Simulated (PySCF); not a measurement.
C₆H₉FOSi.
Z-matrix (Å and degrees, GFN2-xTB geometry), rows numbered from 1:
```
C 
C   1  1.3186
C   2  1.4995  1  124.05
C   3  1.4740  2  111.06  1  -119.90
C   4  1.3018  3  151.94  2    -2.25
F   5  1.3251  4  149.10  3    -2.14
C   5  1.4778  4   65.83  3   175.00
O   7  1.3814  4  121.30  5   107.99
Si  8  1.6234  7  130.30  4   -33.52
H   1  1.0780  2  121.78  3    -0.62
H   1  1.0763  2  121.98  3   179.71
H   2  1.0813  1  120.91  3  -178.97
H   3  1.0965  2  110.06  1   120.02
H   3  1.0937  2  110.70  1     1.15
H   7  1.0873  4  121.21  5  -107.44
H   9  1.4638  8  111.84  7   -59.19
H   9  1.4517  8   99.09  7  -179.46
H   9  1.4677  8  111.09  7    61.34
```

Probes without a nucleus sit at each ring's centroid and 1 Å off its mean plane on both sides; NICS is minus the shielding there, NICSzz its component along the normal. Level: GIAO PBE0/pcSseg-1 (PySCF, non-relativistic, gas phase) on the GFN2-xTB geometry, one conformer.

Ring bond lengths (Å), with Mayer bond orders in brackets: C4–C5 1.302 (1.67), C5–C7 1.478 (1.04), C7–C4 1.518 (0.84).

Q: What do the NICS probes read (ppm)?

A: 
```tsv
ring	type	NICS(0)	NICS(1), two faces	NICS(1)zz, two faces	rms pucker (Å)	centre to ring atoms, mean (Å)
C4–C5–C7	3-membered carbocycle; formal bonds 1 double, 2 single	-31.0	-5.9 / -8.1	-8.3 / -14.7	0.00	0.83
```

Q: What do they say, and how far can they be read as aromaticity?

A: 
- C4–C5–C7: mean NICS(1)zz -11.5 ppm, shielded. C7 has four or more neighbours; no verdict on aromaticity is drawn. The two faces differ by 6.4 ppm, so no symmetry operation interchanges them. NICS(0) lies 24 ppm below the mean NICS(1).

Q: What is the mean of the two in-plane components of NICS at the second NICS(1) probe listed for ring C4–C5–C7, 1 Å off the ring?

A: The isotropic value is a third of the trace: (3 × -8.1 − (-14.7))/2 = -4.8 ppm.

Q: Give the inner angles of the rings and the Hirshfeld charges of the ring atoms.

A: 
- C4–C5–C7: C4 62.7° (-0.011 e), C5 65.8° (+0.063 e), C7 51.5° (+0.025 e); sum 180.0° against 180° for a flat convex ring.

Q: How shielded are the nuclei of the rings and their hydrogens (means over atoms taken as equivalent)?

A: 
```csv
atoms,environment,σ isotropic (ppm),"principal values of the symmetric part, first atom (ppm)"
C4,fully substituted alkene carbon,79.8,"-9.1, 98.2, 150.2"
C5,vinylic C–F carbon,24.2,"-88.0, 65.7, 95.0"
C7,sp3 carbon bound to oxygen,124.2,"86.0, 97.0, 189.4"
H15,methine hydrogen,27.16,"20.8, 27.1, 33.6"
```

On one thread, Arm Neoverse N1 (aarch64) (shared host), this took 71 s wall and 0.92 GiB of memory at its peak. This is the whole shielding run at PBE0/pcSseg-1, SCF included.
